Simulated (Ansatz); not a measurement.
Steps of a relaxation of C$_{2}$H$_{8}$BFSi (`CBC[SiH2]F`) with RKS PBE-D4/def2-SVP.

```sh
$ ansatz run in.yaml --threads 4 --pin off --events-out ev --progress --plain --max-ram 10444MiB
```

```yaml
crystal:
  periodic: [false, false, false]
  atoms:
    - {symbol: C, position_ang: [-1.823000, -0.661000, 0.706600]}
    - {symbol: B, position_ang: [-0.369600, -0.150900, 0.881000]}
    - {symbol: C, position_ang: [0.713100, -0.556000, -0.191400]}
    - {symbol: Si, position_ang: [1.539300, 0.987900, -0.966700]}
    - {symbol: F, position_ang: [0.253900, 1.811600, -1.795800]}
    - {symbol: H, position_ang: [-2.488700, -0.214100, 1.530800]}
    - {symbol: H, position_ang: [-1.890700, -1.722400, 0.689200]}
    - {symbol: H, position_ang: [-2.227100, -0.204200, -0.271000]}
    - {symbol: H, position_ang: [-0.066200, 0.529000, 1.859100]}
    - {symbol: H, position_ang: [0.305500, -1.195700, -0.945900]}
    - {symbol: H, position_ang: [1.542400, -1.119500, 0.357200]}
    - {symbol: H, position_ang: [2.533200, 0.596200, -1.900300]}
    - {symbol: H, position_ang: [1.998400, 1.864500, 0.061900]}
basis:
  gaussian: {orbitals: def2-SVP}
hamiltonian: {xc: pbe, dispersion: d4}
relax: {f_tol: 0.03, max_steps: 200}
```

Positions (Å) and forces (eV/Å) along the path, 12 of 17 steps:

```xyz
13
step=1 energy=-13458.7522 eV
C    -1.823   -0.661    0.707   -1.360    3.216    0.452
B    -0.370   -0.151    0.881    0.573   -0.181   -0.218
C     0.713   -0.556   -0.191    1.151    0.971    1.441
Si    1.539    0.988   -0.967   -3.711   -0.215   -0.434
F     0.254    1.812   -1.796    1.656   -0.960    0.928
H    -2.489   -0.214    1.531    0.459   -0.775   -0.803
H    -1.891   -1.722    0.689   -0.238   -1.614   -0.225
H    -2.227   -0.204   -0.271    0.386   -0.722    0.732
H    -0.066    0.529    1.859    0.114   -0.020   -0.167
H     0.305   -1.196   -0.946   -0.396   -0.845   -1.075
H     1.542   -1.119    0.357   -0.417    0.491   -0.386
H     2.533    0.596   -1.900    1.177   -0.272   -1.183
H     1.998    1.865    0.062    0.606    0.926    0.937
13
step=2 energy=-13459.1408 eV
C    -1.867   -0.617    0.726   -0.312    0.889    0.226
B    -0.367   -0.189    0.884    0.102    0.159   -0.111
C     0.734   -0.573   -0.171    0.304    0.143    0.480
Si    1.508    0.966   -0.957   -1.811    0.292   -0.463
F     0.260    1.783   -1.771    0.989   -0.638    0.626
H    -2.544   -0.248    1.542    0.279   -0.227   -0.320
H    -1.970   -1.707    0.636   -0.069   -0.397   -0.141
H    -2.242   -0.173   -0.237    0.099   -0.239    0.197
H    -0.026    0.517    1.828    0.039   -0.075   -0.003
H     0.376   -1.265   -0.948    0.002   -0.199   -0.276
H     1.596   -1.051    0.377   -0.210    0.190   -0.174
H     2.533    0.624   -1.958    0.367   -0.132   -0.355
H     2.031    1.896    0.061    0.220    0.235    0.313
13
step=3 energy=-13459.2237 eV
C    -1.866   -0.565    0.703    0.094   -0.162   -0.061
B    -0.359   -0.160    0.880    0.021   -0.382    0.139
C     0.752   -0.594   -0.136   -0.012   -0.117    0.005
Si    1.441    0.946   -0.958    0.149    0.037   -0.031
F     0.204    1.726   -1.713   -0.041    0.036   -0.005
H    -2.537   -0.282    1.534   -0.042    0.037    0.007
H    -1.974   -1.663    0.509    0.090    0.233    0.058
H    -2.238   -0.092   -0.232   -0.073    0.080   -0.071
H     0.012    0.483    1.858   -0.061    0.050   -0.104
H     0.455   -1.339   -0.913    0.008    0.151    0.137
H     1.634   -0.987    0.427   -0.043    0.076   -0.047
H     2.470    0.608   -2.007   -0.061    0.011    0.040
H     2.029    1.884    0.063   -0.031   -0.051   -0.069
13
step=4 energy=-13459.2339 eV
C    -1.859   -0.550    0.687    0.108   -0.238   -0.010
B    -0.341   -0.216    0.916   -0.085    0.269   -0.196
C     0.769   -0.608   -0.115   -0.004   -0.202    0.114
Si    1.415    0.941   -0.958    0.166   -0.014    0.088
F     0.155    1.706   -1.680   -0.113    0.084   -0.074
H    -2.544   -0.256    1.502   -0.030    0.027    0.025
H    -1.990   -1.638    0.476   -0.006    0.104    0.023
H    -2.192   -0.050   -0.252    0.036    0.047    0.006
H     0.013    0.471    1.869   -0.017   -0.117    0.031
H     0.479   -1.355   -0.886    0.010    0.052    0.055
H     1.672   -0.971    0.431    0.029    0.011   -0.042
H     2.426    0.608   -2.026   -0.077    0.007    0.040
H     2.017    1.884    0.050   -0.019   -0.030   -0.060
13
step=5 energy=-13459.2418 eV
C    -1.855   -0.548    0.678    0.055   -0.080   -0.021
B    -0.341   -0.209    0.913   -0.024    0.095   -0.057
C     0.777   -0.613   -0.103   -0.014   -0.081    0.097
Si    1.410    0.939   -0.955    0.068   -0.008    0.012
F     0.139    1.707   -1.663   -0.050    0.030   -0.018
H    -2.546   -0.260    1.492   -0.001    0.015    0.003
H    -1.986   -1.632    0.458   -0.007    0.036   -0.002
H    -2.181   -0.034   -0.256    0.017    0.019    0.011
H     0.009    0.459    1.880   -0.018   -0.048    0.011
H     0.486   -1.362   -0.869    0.010    0.015    0.006
H     1.684   -0.967    0.441    0.006    0.015   -0.025
H     2.399    0.601   -2.037   -0.033    0.004    0.008
H     2.027    1.884    0.037   -0.008   -0.013   -0.023
13
step=6 energy=-13459.2499 eV
C    -1.841   -0.532    0.648   -0.011    0.035   -0.063
B    -0.332   -0.214    0.927    0.016   -0.045    0.057
C     0.803   -0.631   -0.062    0.019    0.045    0.024
Si    1.381    0.926   -0.952   -0.010    0.004   -0.040
F     0.071    1.687   -1.602    0.024   -0.029    0.029
H    -2.549   -0.258    1.454    0.020    0.002   -0.012
H    -1.986   -1.602    0.381   -0.007    0.013   -0.015
H    -2.133    0.033   -0.272    0.019   -0.027    0.058
H     0.003    0.428    1.915   -0.023    0.016   -0.005
H     0.523   -1.393   -0.818    0.009   -0.020   -0.025
H     1.727   -0.946    0.476   -0.031    0.002   -0.008
H     2.315    0.588   -2.082   -0.021    0.006    0.013
H     2.038    1.879    0.004   -0.003   -0.003   -0.013
13
step=8 energy=-13459.2561 eV
C    -1.822   -0.508    0.611   -0.030   -0.017   -0.061
B    -0.317   -0.234    0.956   -0.003   -0.046    0.031
C     0.838   -0.650   -0.009    0.050    0.072   -0.028
Si    1.343    0.906   -0.952   -0.043   -0.008   -0.026
F    -0.018    1.638   -1.534    0.059   -0.034    0.029
H    -2.548   -0.280    1.414    0.015    0.000   -0.018
H    -1.989   -1.545    0.243    0.009    0.067    0.007
H    -2.064    0.148   -0.264    0.021   -0.037    0.081
H    -0.009    0.393    1.962   -0.020    0.018   -0.017
H     0.580   -1.433   -0.752    0.000   -0.009   -0.005
H     1.776   -0.921    0.527   -0.036   -0.005   -0.003
H     2.210    0.567   -2.135   -0.015    0.006    0.026
H     2.039    1.884   -0.051   -0.008   -0.006   -0.017
13
step=11 energy=-13459.2645 eV
C    -1.815   -0.509    0.600   -0.035    0.008   -0.096
B    -0.318   -0.247    0.972   -0.009    0.048   -0.034
C     0.861   -0.650    0.028    0.001   -0.015    0.010
Si    1.331    0.878   -0.972   -0.015    0.016   -0.010
F    -0.046    1.567   -1.564    0.026   -0.013    0.013
H    -2.531   -0.459    1.445    0.033   -0.003   -0.053
H    -1.986   -1.432    0.003   -0.003    0.079    0.054
H    -2.068    0.343   -0.089    0.022   -0.101    0.108
H    -0.046    0.409    1.970   -0.003   -0.009    0.001
H     0.628   -1.464   -0.691    0.006   -0.002    0.002
H     1.797   -0.888    0.583   -0.006    0.007   -0.009
H     2.193    0.514   -2.149   -0.008   -0.008    0.005
H     2.021    1.903   -0.121   -0.009   -0.007    0.007
13
step=14 energy=-13459.2664 eV rejected
C    -1.823   -0.519    0.598   -0.049    0.091   -0.050
B    -0.327   -0.223    0.944    0.018   -0.110    0.094
C     0.863   -0.650    0.028   -0.005    0.028   -0.011
Si    1.345    0.868   -0.980    0.019    0.005   -0.022
F    -0.022    1.566   -1.582   -0.001   -0.007    0.008
H    -2.502   -0.564    1.474    0.047   -0.005   -0.042
H    -1.994   -1.389   -0.069    0.001    0.024    0.018
H    -2.137    0.388    0.018   -0.001   -0.071    0.033
H    -0.067    0.453    1.932   -0.005    0.034   -0.030
H     0.645   -1.481   -0.674   -0.003    0.011   -0.002
H     1.792   -0.867    0.602   -0.015    0.004    0.002
H     2.211    0.493   -2.150   -0.003   -0.002   -0.002
H     2.035    1.891   -0.126   -0.003   -0.003    0.005
13
step=15 energy=-13459.2672 eV
C    -1.822   -0.519    0.600    0.000   -0.001   -0.002
B    -0.325   -0.232    0.950    0.020    0.012   -0.025
C     0.861   -0.650    0.024    0.001   -0.005    0.011
Si    1.344    0.872   -0.976   -0.006   -0.001    0.006
F    -0.023    1.572   -1.574    0.001   -0.002    0.000
H    -2.506   -0.536    1.470   -0.004   -0.002    0.003
H    -1.994   -1.406   -0.042   -0.002   -0.006   -0.005
H    -2.125    0.368   -0.011   -0.004    0.003    0.004
H    -0.062    0.458    1.928   -0.002    0.000    0.010
H     0.640   -1.476   -0.684   -0.004    0.000    0.000
H     1.791   -0.875    0.594   -0.002    0.002    0.001
H     2.208    0.499   -2.148    0.000    0.002   -0.002
H     2.034    1.890   -0.116    0.002   -0.002   -0.003
13
step=16 energy=-13459.2674 eV
C    -1.825   -0.522    0.599   -0.030    0.029   -0.017
B    -0.328   -0.222    0.941   -0.006   -0.001    0.006
C     0.861   -0.650    0.024    0.009   -0.003    0.002
Si    1.351    0.868   -0.979    0.004    0.000    0.005
F    -0.014    1.574   -1.576   -0.004    0.000   -0.002
H    -2.494   -0.576    1.482    0.023   -0.001   -0.033
H    -1.995   -1.393   -0.066   -0.001    0.018    0.015
H    -2.155    0.382    0.024    0.012   -0.044    0.030
H    -0.071    0.480    1.911   -0.001   -0.002   -0.001
H     0.644   -1.481   -0.679   -0.002    0.002    0.000
H     1.788   -0.870    0.601   -0.003    0.001    0.000
H     2.215    0.493   -2.149   -0.002   -0.002   -0.004
H     2.044    1.883   -0.118    0.003    0.001   -0.001
13
step=17 energy=-13459.2675 eV
C    -1.825   -0.521    0.598   -0.005    0.015   -0.016
B    -0.328   -0.222    0.941   -0.006   -0.011    0.015
C     0.862   -0.650    0.026    0.006    0.001    0.001
Si    1.351    0.868   -0.979    0.005   -0.001   -0.001
F    -0.015    1.573   -1.576   -0.003    0.001    0.000
H    -2.493   -0.579    1.480    0.007   -0.001   -0.007
H    -1.994   -1.390   -0.070    0.000    0.005    0.005
H    -2.156    0.383    0.027    0.001   -0.014    0.010
H    -0.071    0.478    1.913   -0.002    0.002   -0.004
H     0.644   -1.481   -0.677   -0.001    0.003   -0.001
H     1.788   -0.869    0.603   -0.003    0.001    0.000
H     2.213    0.492   -2.150   -0.001   -0.002   -0.002
H     2.045    1.884   -0.120    0.001    0.001    0.000
```

Run time 25 s (4 threads of an Arm Neoverse V1 on a shared host); peak host memory 0.16 GiB.
